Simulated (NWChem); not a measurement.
The numbers come from NWChem runs, not from measurements. System: GeSe, charge 0, spin multiplicity 1, at a geometry optimised with PBE/def2-SVP. The structure started from a generated list of species. Level: CCSD(T)/def2-TZVP, 18 core orbitals frozen.

The NWChem input:

```
start mol
memory heap 100 mb stack 700 mb global 1900 mb
geometry units angstroms nocenter noautoz
  Ge     0.000000     0.000000     1.117335
  Se     0.000000     0.000000    -1.051609
  symmetry group C2v
end
basis spherical
  * library def2-tzvp
end
scf
  rhf
  nopen 0
  maxiter 100
  thresh 1e-7
  semidirect memsize 60000000 filesize 0
end
ccsd
  freeze core 18
  maxiter 60
end
task ccsd(t) energy
```

NWChem printed:

```
             Northwest Computational Chemistry Package (NWChem) 7.3.0
             --------------------------------------------------------

                                NWChem Input Module
                                -------------------

 Scaling coordinates for geometry "geometry" by  1.889725989
 (inverse scale =  0.529177249)

 Turning off AUTOSYM since
 SYMMETRY directive was detected!

                             Geometry "geometry" -> ""
                             -------------------------

 Output coordinates in angstroms (scale by  1.889725989 to convert to a.u.)

  No.       Tag          Charge          X              Y              Z
 ---- ---------------- ---------- -------------- -------------- --------------
    1 Ge                  32.0000     0.00000000     0.00000000     1.11733500
    2 Se                  34.0000     0.00000000     0.00000000    -1.05160900

 Effective nuclear repulsion energy (a.u.)     265.4493831614

            Nuclear Dipole moment (a.u.)
            ----------------------------
        X                 Y               Z
 ---------------- ---------------- ----------------
     0.0000000000     0.0000000000     0.0000264562

      Symmetry information
      --------------------

 Group name             C2v
 Group number             16
 Group order               4
 No. of unique centers     2

      Symmetry unique atoms

     1    2


 Summary of "ao basis" -> "" (spherical)
 ------------------------------------------------------------------------------
       Tag                 Description            Shells   Functions and Types
 ---------------- ------------------------------  ------  ---------------------
 *                         def2-tzvp                  on all atoms

 Summary of "ao basis" -> "ao basis" (spherical)
 ------------------------------------------------------------------------------
       Tag                 Description            Shells   Functions and Types
 ---------------- ------------------------------  ------  ---------------------
 Ge                        def2-tzvp                16       48   6s5p4d1f
[...]
 ccsd(t): done       33 out of       63 progress:   52.4%
 ccsd(t): done       34 out of       63 progress:   54.0%
 ccsd(t): done       35 out of       63 progress:   55.6%
 ccsd(t): done       36 out of       63 progress:   57.1%
 ccsd(t): done       37 out of       63 progress:   58.7%
 ccsd(t): done       38 out of       63 progress:   60.3%
 ccsd(t): done       39 out of       63 progress:   61.9%
 ccsd(t): done       40 out of       63 progress:   63.5%
 ccsd(t): done       41 out of       63 progress:   65.1%
 ccsd(t): done       42 out of       63 progress:   66.7%
 ccsd(t): done       43 out of       63 progress:   68.3%
 ccsd(t): done       44 out of       63 progress:   69.8%
 ccsd(t): done       45 out of       63 progress:   71.4%
 ccsd(t): done       46 out of       63 progress:   73.0%
 ccsd(t): done       47 out of       63 progress:   74.6%
 ccsd(t): done       48 out of       63 progress:   76.2%
 ccsd(t): done       49 out of       63 progress:   77.8%
 ccsd(t): done       50 out of       63 progress:   79.4%
 ccsd(t): done       51 out of       63 progress:   81.0%
 ccsd(t): done       52 out of       63 progress:   82.5%
 ccsd(t): done       53 out of       63 progress:   84.1%
 ccsd(t): done       54 out of       63 progress:   85.7%
 ccsd(t): done       55 out of       63 progress:   87.3%
 ccsd(t): done       56 out of       63 progress:   88.9%
 ccsd(t): done       57 out of       63 progress:   90.5%
 ccsd(t): done       58 out of       63 progress:   92.1%
 ccsd(t): done       59 out of       63 progress:   93.7%
 ccsd(t): done       60 out of       63 progress:   95.2%
 ccsd(t): done       61 out of       63 progress:   96.8%
 ccsd(t): done       62 out of       63 progress:   98.4%
 ccsd(t): done       63 out of       63 progress:  100.0%
 Time for integral evaluation pass     1       10.84
 Time for triples evaluation pass      1       20.56

 pseudo-e(mp4)  -0.26839064041582E-01
 pseudo-e(mp5)   0.23230228932371E-02
        e(t)    -0.24516041148345E-01

 --------------
 CCSD(T) Energy
 --------------
 Reference energy:                   -4475.250471908870168

 CCSD corr. energy:                     -0.485196036013944
 T(CCSD) corr. energy:                  -0.026839064041582
 Total CCSD+T(CCSD) energy:          -4475.762507008925240

 CCSD corr. energy:                     -0.485196036013944
 (T) corr. energy:                      -0.024516041148345
 Total CCSD(T) energy:               -4475.760183986032644

 routine      calls  cpu(0)   cpu-min  cpu-ave  cpu-max   i/o
 aoccsd          1     0.05     0.05     0.05     0.05    0.00
 iterdrv         1     0.04     0.04     0.04     0.04    0.00
 pampt          12     0.30     0.30     0.30     0.30    0.00
 t2pm           12     0.55     0.55     0.55     0.55    0.00
 sxy            12     0.78     0.78     0.78     0.78    0.00
 ints      3232512   125.22   125.22   125.22   125.22    0.00
 t2eri        6336    36.13    36.13    36.13    36.13    0.00
 idx2         6336     3.08     3.08     3.08     3.08    0.00
 idx34          12     0.35     0.35     0.35     0.35    0.00
 ht2pm          12     0.78     0.78     0.78     0.78    0.00
 itm            12     4.34     4.34     4.34     4.34    0.00
 pdiis          12     0.08     0.08     0.08     0.08    0.00
 triples         1     0.00     0.00     0.00     0.00    0.00
 rdtrpo          1     0.04     0.04     0.04     0.04    0.00
 trpmos          1    10.84    10.84    10.84    10.84    0.00
 trpdrv          1     2.35     2.35     2.35     2.35    0.00
 dovvv      226800     9.56     9.56     9.56     9.56    0.00
 doooo      226800     2.86     2.86     2.86     2.86    0.00
 tengy      212625     5.57     5.57     5.57     5.57    0.00
 Total               202.96   202.96   202.96   202.96    0.00

 Task  times  cpu:      221.4s     wall:      221.4s

 Total times  cpu:      221.4s     wall:      221.4s
```
